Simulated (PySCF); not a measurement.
# How the method changes the constants of GeAs

State: ²Π (doublet), unpaired electrons π ↑. Set-up: PySCF, no relativity, basis sets Ge def2-TZVPPD, As def2-TZVPPD. De refers to Ge + As in their high-spin ground configurations, without counterpoise correction. The functionals are run spin-unrestricted. A positive dipole means Ge(−)As(+). Levels whose curve was spin-contaminated or gave no clean fit are not listed.

| Level | Re (Å) | ωe (cm⁻¹) | De (eV) | μ (D) | CPU s a point (SCF and correlation, without the integrals) |
| --- | --- | --- | --- | --- | --- |
| PBE | 2.272 | 339 | 3.43 | -0.87 | 2.9 |
| PBEsol | 2.255 | 346 | 3.68 | -0.82 | 2 |
| revPBE | 2.281 | 335 | 3.17 | -0.90 | 2 |
| PW91 | 2.270 | 339 | 3.46 | -0.87 | 2 |
| r²SCAN | 2.246 | 355 | 3.22 | -0.86 | 4.3 |
| M06-L | 2.260 | 351 | 3.56 | -0.82 | 4.3 |
| PBE0 | 2.242 | 362 | 3.08 | -0.98 | 7.2 |
| HSE06 | 2.245 | 360 | 3.20 | -0.97 | 7.5 |
| BHandHLYP | 2.231 | 370 | 2.83 | -1.13 | 4.4 |

The bond length runs from 2.231 Å (BHandHLYP) to 2.281 Å (revPBE). De spans 2.83 eV (BHandHLYP, global hybrid GGA) to 3.68 eV (PBEsol, GGA).

Spin–orbit coupling is left out. The state was picked by a PBE0 search and need not be the measured ground state.

The whole job (state search and all levels along the bond) took about 18 min on 2 threads of Arm Neoverse V1 (shared host), peak memory 4.1 GiB.
